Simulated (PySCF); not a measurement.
A GIAO shielding run with PySCF 2.14.0 with density-fitted response routines (density fitting, non-relativistic, gas phase) on `F[Si@@]1(P)CCC[C@@H]1C[SiH3]`, C5H14FPSi2:

```
$ OMP_NUM_THREADS=1 python probes_run.py task.json out

{"job": {"kind": "nmr", "xc": "PBE0", "basis": "pcSseg-1"}, "charge": 0, "multiplicity": 1}
F     -0.825913     1.412978    -1.930397
Si    -0.679689     0.997698    -0.352836
P      0.235541     2.633840     0.880480
C     -2.355905     0.349454     0.277959
C     -2.167052    -1.169373     0.294585
C     -0.730059    -1.469144     0.710127
C      0.215956    -0.681654    -0.205501
C      1.643385    -0.636998     0.332974
Si     2.917336    -0.030662    -0.941690
H     -0.764961     3.544574     0.586819
H      1.033865     3.090711    -0.152537
H     -2.559089     0.707923     1.287247
H     -3.202678     0.633552    -0.342594
H     -2.878196    -1.650471     0.968070
H     -2.333925    -1.563656    -0.709904
H     -0.580799    -1.142479     1.742591
H     -0.522629    -2.540271     0.663159
H      0.219803    -1.170179    -1.185349
H      1.670470     0.001093     1.221980
H      1.927655    -1.639280     0.667303
H      4.239772    -0.008264    -0.313928
H      2.928317    -0.954610    -2.078891
H      2.564044     1.312201    -1.409589
```

Hardware: 1 thread of an Arm Neoverse V1, shared host. The job also computes population analyses, field gradients, ring-centre shieldings.

(1) How large is the calculation?

(2) How long does it take, and how much memory does it need?

## Answers

(1) 96 electrons, 244 basis functions and 1335 auxiliary functions.

(2) 70 s of wall time, with 13 SCF cycles and 4 response iterations; peak memory 1.1 GiB. Times on a shared host scatter by some tens of per cent.
